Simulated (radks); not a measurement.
Species: the hafnium ion Hf59+. Configuration: [Ne] 3s2 3p1 (the NIST ground configuration).

Method: scalar-relativistic Kohn-Sham, LB94 model potential, spin-polarised, spherical densities, finite nucleus; open shells are filled with parallel spins first (spin-orbit coupling, left out, can overturn this in heavy ions); Fermi nuclear charge, rms radius 5.347 fm; computed with a radial shooting solver on a logarithmic mesh with Libxc functionals.

Energy parts (Ry):
| part | energy |
|---|---|
| kinetic | 25003.0734 |
| electron-nucleus | -48925.5658 |
| Hartree | 1977.1631 |
(The LB94 potential has no energy functional, so no total or exchange-correlation energy is given.)

Orbitals (lengths in bohr, moments of r in powers of bohr; r(max) is where P^2 peaks):
orbital  occ.  eigenvalue (Ry)  <1/r>      <r^2>   r(max)       <r^4>
1s up       1        -5168.406  83.90  0.0004931  0.01190   6.562e-07
1s down     1        -5168.405  83.90  0.0004931  0.01190   6.561e-07
2s up       1        -1162.977  19.84   0.007410  0.06760  0.00009348
2s down     1        -1162.942  19.83   0.007414  0.06762  0.00009356
2p up       3        -1065.673  18.10   0.006045  0.05516  0.00007112
2p down     3        -1065.510  18.10   0.006049  0.05517  0.00007121
3s up       1        -474.3917  8.073    0.04144   0.1812    0.002505
3s down     1        -473.8163  8.087    0.04138   0.1811    0.002500
3p up       1        -445.6569  7.564    0.04020   0.1764    0.002441
3p down     0        -445.1501  7.578    0.04013   0.1762    0.002434
3d up       0        -420.7481  7.183    0.03091   0.1389    0.001568
3d down     0        -420.6082  7.194    0.03080   0.1386    0.001558
4s up       0        -256.0732  4.347     0.1396   0.3570     0.02671
4s down     0        -255.7348  4.343     0.1398   0.3571     0.02678

The highest occupied level is 3p up at -6063.5 eV. The spin density at the nucleus is -35.03 e/bohr^3 (1s -31.17, 2s 74.65, 3s -78.51). Spin moment in Bohr magnetons: 1. The density falls to 0.001 e/bohr^3 at r = 0.55 bohr. The electron density at the nucleus is 1.286e+06 e/bohr^3 (large components only). For comparison, the ionisation energy in NIST's Atomic Spectra Database is 6284 eV (theoretical). In exact Kohn-Sham theory the highest level is minus the ionisation energy, but local and semilocal functionals leave it too shallow, through self-interaction and a potential that decays too fast; potentials with the right tail come closer. Summed over all electrons, <r^2> = 0.1751 bohr^2, which gives a Langevin (diamagnetic) susceptibility term of -0.139 x 10^-6 cm^3/mol.
